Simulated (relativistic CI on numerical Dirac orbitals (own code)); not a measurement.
## Sensitivity of the levels of Sr⁵⁺ to α and to the nuclear radius

Computed by Dirac-Coulomb-Breit CI, separate exchange-only KLI orbitals for each configuration, valence Slater integrals scaled by 0.85, P86 correlation energy added to each configuration, derivatives by finite differences, QED left out (own radial code, finite nucleus).

CI space (outside the closed core [Ar] 3d10): 4s2.4p3, 4s.4p4, 4s2.4p2.4d, 4p5, 4s.4p3.4d, 4s2.4p2.4f, 4s2.4p2.5s, 4s2.4p.4d2, 4s2.4d3, 4s.4p.4d3, 4s2.4d2.4f, 4s2.4d2.5s. Double excitations out of closed p, d and f shells are left out; levels of such configurations are missing from the list, as are those of other unlisted configurations, and high levels can miss mixing partners.

With x = (α/α₀)² − 1 an excitation energy changes as ω = ω₀ + qx; K = 2q/ω₀ is the relative enhancement. Terms are leading LS components, so labels can repeat. The field-shift factor is F = δν/δ⟨r²⟩ for the transition from the lowest level.

Lowest level 4s2.4p3 4S°_3/2.

```
            Level  ω₀ (cm⁻¹)  q (cm⁻¹)  F (GHz/fm²)
  4s2.4p3 2D°_3/2    19504.5     -1388       0.0303
  4s2.4p3 2D°_5/2    22998.8      3698      0.00301
  4s2.4p3 2P°_1/2    36447.5      3877       -0.145
  4s2.4p3 2P°_3/2    41607.2     12570       -0.223
    4s.4p4 4P_5/2   161762.0     10960        -12.3
    4s.4p4 4P_3/2   168097.7     17860        -12.3
    4s.4p4 4P_1/2   170710.3     19630        -12.3
    4s.4p4 2D_3/2   198626.3     14080        -10.7
    4s.4p4 2D_5/2   200206.8     16950        -10.9
    4s.4p4 2S_1/2   225755.4     13150        -10.1
    4s.4p4 2P_3/2   227711.8     11560         -6.6
4s2.4p2.4d 2P_1/2   237363.8     22230        -7.55
4s2.4p2.4d 4F_3/2   245935.5    -841.5        0.968
```

At this charge configurations can still be misplaced by up to about 7 % of their energy.

(1) Which transition from the lowest level has the largest |K|?

## Answers

(1) 4s2.4p3 2P°_3/2 at 41607.2 cm⁻¹, K = 0.604.
